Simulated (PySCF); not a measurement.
## Peak assignment

Atoms are numbered as in `[CH2:1]=[CH:2]/[CH:3]=[CH:4]/[N:5]([SiH3:6])[SiH2:7][F:8]`; H(Xn) means a hydrogen on atom n. Ha(C1) is cis to C3; Hb(C1) is trans to C3.

[PySCF 2.14.0 with density-fitted response routines: structure optimised with GFN2-xTB; PBE0/pcSseg-1 with gauge-including orbitals; non-relativistic Hamiltonian; equivalent nuclei averaged; single conformer; no solvent model]

References, each an isolated molecule treated in the same way: 13C (186.93 ppm) and 1H (31.72 ppm) against TMS.

**Question.** Assign these signals to the numbered atoms. 13C{1H} NMR (computed): δ 143.4, 141.9, 116.6, 116.2.

**Answer.** 
| δ (ppm) | atoms | environment | reason |
| --- | --- | --- | --- |
| 143.4 | C2 | alkene CH | as expected for a trigonal carbon in a double bond |
| 141.9 | C4 | alkene carbon bearing nitrogen | an sp2 carbon further deshielded by the attached heteroatom |
| 116.6 | C3 | β carbon of an enol-ether or enamine type C=C | – |
| 116.2 | C1 | terminal =CH2 carbon | as expected for a trigonal carbon in a double bond |

C2 and C4; C3 and C1 lie closer than the usual error of such a calculation, so a measured spectrum could show them in the other order.

**Question.** Assign these signals to the numbered atoms. 1H NMR (400 MHz, computed): δ 6.84 (m, 1H), 6.52 (m, 1H), 5.72 (m, 1H), 5.27 (m, 1H), 5.26 (m, 2H), 5.07 (m, 1H), 4.55 (s, 3H).

**Answer.** 
| δ (ppm) | atoms | environment | reason |
| --- | --- | --- | --- |
| 6.84 | H(C4) | hydrogen on an alkene carbon bearing nitrogen | olefinic region |
| 6.52 | H(C2) | hydrogen on an alkene CH | attached to an sp2 carbon and in the plane of the double bond |
| 5.72 | H(C3) | hydrogen on a β carbon of an enol-ether or enamine type C=C | attached to an sp2 carbon and in the plane of the double bond |
| 5.27 | Ha(C1) | hydrogen on a terminal =CH2 carbon | attached to an sp2 carbon and in the plane of the double bond |
| 5.26 | H(Si7) | hydrogen on a silicon bonded to F, N | – |
| 5.07 | Hb(C1) | hydrogen on a terminal =CH2 carbon | olefinic region |
| 4.55 | H(Si6) | hydrogen on a silicon bonded to N | – |

Ha(C1) and H(Si7) lie closer than the usual error of such a calculation, so a measured spectrum could show them in the other order.

Splittings by 19F in the carbon and heteronuclear signals aren't shown, as no couplings were computed. Shifts are as computed. Against solution values, carbons near 30 ppm lie about +3 ppm off and those near 130 ppm about +5 ppm. Of 1211 compounds with measured shifts, 218 miss one by over three times the rms of a fit or turn the order of signals round; such compounds aren't used in these exercises. No couplings were computed; multiplicities are counted from neighbouring protons, with m where these are inequivalent, close in shift, in a saturated or five-membered ring or joined by F or P, and br s for small geminal =CH2 splittings.
